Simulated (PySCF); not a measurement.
A GIAO shielding run with PySCF 2.14.0 with density-fitted response routines (density fitting, non-relativistic, gas phase) on `FC[Si@@H]1C[SiH2][C@@H](F)C1`, C4H10F2Si2:

```
$ OMP_NUM_THREADS=1 python probes_run.py task.json out

{"job": {"kind": "nmr", "xc": "PBE0", "basis": "pcSseg-1"}, "charge": 0, "multiplicity": 1}
F      2.711473    -0.820195     0.511163
C      2.515669    -0.023806    -0.601872
Si     0.667441     0.483160    -0.721623
C      0.062847     1.216433     0.934556
Si    -1.508689     0.251342     1.421535
C     -1.789521    -0.714466    -0.220630
F     -2.473139     0.145982    -1.087534
C     -0.446073    -1.060520    -0.850506
H      2.858227    -0.604344    -1.459829
H      3.173530     0.838720    -0.483599
H      0.535668     1.386509    -1.872051
H      0.824238     1.130240     1.706676
H     -0.150865     2.277529     0.833207
H     -1.272313    -0.708313     2.503630
H     -2.669885     1.098588     1.684838
H     -2.434406    -1.596240    -0.142124
H     -0.017572    -1.893469    -0.291375
H     -0.595389    -1.400832    -1.876120
```

Hardware: 1 thread of an Arm Neoverse N1, shared host. The job also computes population analyses, field gradients, ring-centre shieldings.

Q: How large is the calculation?

A: 80 electrons, 200 basis functions and 1084 auxiliary functions.

Q: How long does it take, and how much memory does it need?

A: 60 s of wall time, with 12 SCF cycles and 4 response iterations; peak memory 0.9 GiB. Times on a shared host scatter by some tens of per cent.
